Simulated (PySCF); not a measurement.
Isomers of C5H9FOS, from PBE0-D3(BJ)/def2-SVP geometry optimisation, gas phase in PySCF. One conformer each, no zero-point energy, no frequencies.

Task: Which isomer lies lower at this level?
A. `[O:1]=[S@:2]([CH2:3][F:4])[CH2:5][CH:6]1[CH2:7][CH2:8]1` with O1–S2–C3–F4 -167°, O1–S2–C5–C6 -69°, S2–C5–C6–C7 -82°: A = 2938, B = 992.8, C = 825.4 MHz, dipole 2.43 D
B. `[CH3:1][S@@:2](=[O:3])[CH2:4][C@H:5]1[CH2:6][C@H:7]1[F:8]` with C1–S2–C4–C5 -167°, S2–C4–C5–C6 -159°: A = 3409, B = 953.1, C = 905.8 MHz, dipole 2.99 D

Result: B. That is `C[S@@](=O)C[C@H]1C[C@H]1F`, 5.1 kcal/mol below the other.

```json
{"SMILES": "C[S@@](=O)C[C@H]1C[C@H]1F", "mapped SMILES": "[CH3:1][S@@:2](=[O:3])[CH2:4][C@H:5]1[CH2:6][C@H:7]1[F:8]", "E (Eh)": "-768.18437", "relative (kcal/mol)": "0.0", "relative (kJ/mol)": "0.0", "dipole (D)": "2.99"}
{"SMILES": "O=[S@](CF)CC1CC1", "mapped SMILES": "[O:1]=[S@:2]([CH2:3][F:4])[CH2:5][CH:6]1[CH2:7][CH2:8]1", "E (Eh)": "-768.17622", "relative (kcal/mol)": "5.1", "relative (kJ/mol)": "21.4", "dipole (D)": "2.43"}
```
